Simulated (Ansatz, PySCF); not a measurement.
Species: C2H5GeO2, charge 0, multiplicity 2. SMILES: CC(=O)[O][GeH2]
Geometry from a B3LYP-D3(BJ)/def2-TZVP (Ansatz, a quantum-chemistry and plane-wave program) optimisation:
```
C
O 1 1.2120
O 1 1.3373 2 122.16
C 1 1.5034 2 124.80 3 180.00
H 4 1.0863 1 109.91 2 0.00
H 4 1.0907 5 110.14 1 -120.92
H 4 1.0907 5 110.14 6 -118.16
Ge 3 1.8547 1 114.22 2 0.00
H 8 1.5482 3 108.06 1 62.18
H 8 1.5482 9 114.46 3 120.43
```
Charge 0, spin multiplicity 2.

Property: size of the dipole moment, in D. Conventions: no dispersion term unless named; LANL2DZ with its own core potentials from Na on; non-relativistic; open shells spin-unrestricted; six Cartesian d functions in 6-31G* and its kin unless marked 5d; no spin-orbit coupling. First-principles rows: single points at B3LYP-D3(BJ) geometries (Ansatz).

```csv
level,program,size of the dipole moment (D)
SVWN5/6-31G* with LANL2DZ past Ar,Ansatz,1.52
PBE/STO-3G,Ansatz,1.21
PBE/3-21G,Ansatz,1.22
PBE/6-31G*,Ansatz,1.22
PBE/def2-SVP,Ansatz,1.33
PBE/6-31G* with LANL2DZ past Ar,Ansatz,1.58
BP86/def2-SVP,PySCF,1.35
B3LYP/3-21G,Ansatz,1.38
B3LYP/6-31G*,Ansatz,1.36
B3LYP/6-31G* with LANL2DZ past Ar,Ansatz,1.78
PBE0/6-31G* with LANL2DZ past Ar,Ansatz,1.77
```

No value to compare with is used here. The 11 habitual levels span 1.21 (PBE/STO-3G) to 1.78 D (B3LYP/6-31G* with LANL2DZ past Ar).

The levels are drawn from those run, B3LYP/6-31G* more often than the rest, none by its result; left out are runs that failed, that the program found above a lower state of the same kind, or whose <S^2> lies over 0.5 above the pure value.
